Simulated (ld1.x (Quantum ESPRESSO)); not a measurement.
# What one change does to a pseudopotential (boron, RRKJ)

* Element: B (Z = 5)
* Generator: ld1.x (Quantum ESPRESSO) 7.5
* Type: norm-conserving RRKJ (Kleinman–Bylander form)
* Functional: PBEsol
* Relativity: scalar-relativistic
* Frozen core: [He]
* Valence charge: 3
* Reference configuration: 2s2 2p1
* Partial waves: 2s (bound): rc 1.40 bohr; 2p (bound): rc 3.70 bohr
* Local potential: all-electron potential smoothed inside 1.70 bohr (lloc = -1)
* Core correction: none
* rho0: 0.001

Change: wave 2p (bound): rc 3.70 bohr becomes 2p (bound): rc 4.36 bohr.

Cutoffs: the cutoffs (Ry, on a coarse ladder) from which the occupation-weighted sum of valence levels, in a spherical-Bessel basis at the reference potential, stays within 10 and 1 mRy of its value at 400 Ry; they do not see the model core or the augmentation charge, which bear on the density cutoff. Errors are all-electron minus pseudo energies relative to the spin-unpolarised reference configuration.

Q: Predict the effect on cutoff, ghosts and configuration errors.

A: The potential gets neither clearly harder nor softer (35 Ry and 50 Ry → 35 Ry and 50 Ry); the s channel sets the loose cutoff, while the largest relative change is in p, which becomes softer; of the 7 tests that both files solve, the error grows in 7 and shrinks in 0 by more than 15 % and 0.3 meV (median size 101.4 → 147.5 meV); neither file shows a bound ghost. More of the atom is replaced by a form fitted at one configuration, so other configurations suffer.

| quantity | base | changed |
| --- | --- | --- |
| cutoff, loose | 35 Ry | 35 Ry |
| cutoff, tight | 50 Ry | 50 Ry |
| loose cutoff by channel (10 mRy a level) | s 30 Ry, p 8 Ry | s 30 Ry, p 6 Ry |
| bound ghosts | none | none |
| error for 2s2 2p0, meV [ΔE 8.14 eV] | +230 | +394 |
| error for 2s1 2p0, meV [ΔE 33.40 eV] | +669 | +1085 |
| error for 2s2 2p0.5, meV [ΔE 2.86 eV] | +36 | +66 |
| error for 2s0 2p3, meV [ΔE 11.66 eV] | -186 | -327 |
| error for 2s1 2p1, meV [ΔE 14.26 eV] | -101 | -147 |
| error for 2s2 2p1.3, meV [ΔE -0.72 eV] | +3.9 | +8.3 |
| error for 2s1 2p2, meV [ΔE 5.82 eV] | -48 | -84 |
